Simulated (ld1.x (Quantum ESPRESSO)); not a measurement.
carbon: one change to a TM semilocal potential, before and after

- Element: C (Z = 6)
- Generator: ld1.x (Quantum ESPRESSO) 7.5
- Type: norm-conserving Troullier–Martins (semilocal form)
- Functional: PBE
- Relativity: scalar-relativistic
- Frozen core: [He]
- Valence charge: 4
- Reference configuration: 2s2 2p2
- Partial waves: 2p (bound): rc 1.50 bohr; 2s (bound): rc 0.90 bohr
- Local potential: the s channel
- Core correction: Bessel-smoothed model core, default radius (core density twice the valence density)

All-electron outer shells of the reference configuration (PBE, scalar-relativistic, ld1.x):

```tsv
shell	level (eV)	outermost node (bohr)	outermost maximum (bohr)
1s	-273.38	–	0.17
2s	-13.75	0.38	1.22
2p	-5.29	–	1.20
```

Change: core correction Bessel-smoothed model core inside 0.96 bohr.

Cutoffs: the cutoffs (Ry, on a coarse ladder) from which the occupation-weighted sum of valence levels, in a spherical-Bessel basis at the reference potential, stays within 10 and 1 mRy of its value at 400 Ry; they do not see the model core or the augmentation charge, which bear on the density cutoff. Errors are all-electron minus pseudo energies relative to the spin-unpolarised reference configuration.

Question: Predict the effect on cutoff, ghosts and configuration errors.

Answer: The potential gets neither clearly harder nor softer (55 Ry and 110 Ry → 55 Ry and 110 Ry); of the 7 tests that both files solve, the error grows in 5 and shrinks in 0 by more than 15 % and 0.3 meV (median size 5.6 → 6.9 meV); neither file shows a bound ghost. The default core radius of the base comes out at 0.52 bohr. A semilocal file is local in each channel, so a ghost entry of none says nothing of the separable form that plane-wave codes build from it. A wider model core is smoother and lowers the density cutoff, which this test does not measure.

```csv
quantity,base,changed
"cutoff, loose",55 Ry,55 Ry
"cutoff, tight",110 Ry,110 Ry
bound ghosts,none,none
"error for 2s2 2p1, meV [ΔE 10.86 eV]",+7.1,+8.4
"error for 2s2 2p0, meV [ΔE 35.02 eV]",+97,+123
"error for 2s1 2p0, meV [ΔE 83.21 eV]",+214,+285
"error for 2s2 2p1.5, meV [ΔE 3.96 eV]",+0.6,+0.8
"error for 2s2 2p2.3, meV [ΔE -1.16 eV]",+0.1,+0.1
"error for 2s1 2p3, meV [ΔE 8.48 eV]",+5.6,+6.9
"error for 2s1 2p2, meV [ΔE 19.62 eV]",-4.9,-6.6
s: phases at 1.65 bohr within 0.05 rad from the reference energy up to (Ry; the scan ends near 5),to the end of the scan,to the end of the scan
p: phases at 1.65 bohr within 0.05 rad from the reference energy up to (Ry; the scan ends near 5),4.3,4.3
```
